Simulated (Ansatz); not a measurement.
Relaxation of BH5O2Si (9 atoms, charge 0, multiplicity 1), to a largest force component of 0.015 eV/Å in at most 40 steps.

The calculation used RKS B3LYP/def2-SVP in Ansatz 0.2.0.

```xyz
9
Properties=species:S:1:pos:R:3
O 0.186 0.925 -1.602
B 0.358 0.496 -0.251
O 1.356 1.125 0.565
Si -0.630 -0.947 0.458
H -0.543 1.675 -1.542
H 2.210 0.617 0.395
H 0.303 -2.073 0.789
H -1.366 -0.571 1.641
H -1.609 -1.485 -0.611
```

Question: Where does it end, and by what steps?

Answer: The forces met the threshold. After 11 steps the energy has fallen by 1.471 eV; H6 moved furthest, 1.08 Å.

```csv
step,energy less start (eV),largest force component (eV/Å),accepted
0,0.0000,2.923,yes
1,-0.4656,1.884,yes
2,-0.6650,0.948,yes
3,-0.8491,1.250,yes
4,-1.0931,0.609,yes
5,-1.1834,2.538,yes
6,-1.3411,1.190,yes
7,-1.4520,0.443,yes
8,-1.4702,0.030,yes
9,-1.4703,0.115,yes
10,-1.4707,0.017,yes
11,-1.4708,0.002,yes
```

```xyz
9
Properties=species:S:1:pos:R:3
O -0.037 0.965 -1.436
B 0.333 0.424 -0.239
O 1.389 0.869 0.504
Si -0.743 -1.142 0.502
H 0.505 1.706 -1.744
H 1.882 1.613 0.130
H 0.130 -2.341 0.702
H -1.334 -0.799 1.834
H -1.860 -1.532 -0.411
```

The run took 36 s on 1 thread of Arm Neoverse V2, with other jobs on the host, peak memory 0.16 GiB.
